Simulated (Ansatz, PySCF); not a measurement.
Caution: the highest occupied level lies above zero, so the state may not be bound. This singlet lies 0.86 eV below the relaxed triplet at the level frozen-core CCSD(T)/aug-cc-pVDZ // B3LYP-D3(BJ)/def2-TZVPD (Ansatz, an electronic-structure program).

B3LYP has the VWN-RPA correlation part, as in Gaussian. 

**CH3BCl, SMILES `Cl[B-]C` (lower singlet) (charge -1, multiplicity 1)**

Method: PySCF with B3LYP-D3(BJ)/def2-TZVPD.

* **HOMO**: 0.72 eV
* **total energy**: -525.0161 Ha
* **cost**: very roughly 21 core-seconds

Bonds (Å): C1–B2 1.596, C1–H4 1.102, C1–H5 1.102, C1–H6 1.092, B2–Cl3 1.919. Angles (°): B2–C1–H4 109.9, B2–C1–H5 110.2, B2–C1–H6 112.8, H4–C1–H5 106.7, H4–C1–H6 108.5, H5–C1–H6 108.6, C1–B2–Cl3 104.8.
Charge -1, spin multiplicity 1.
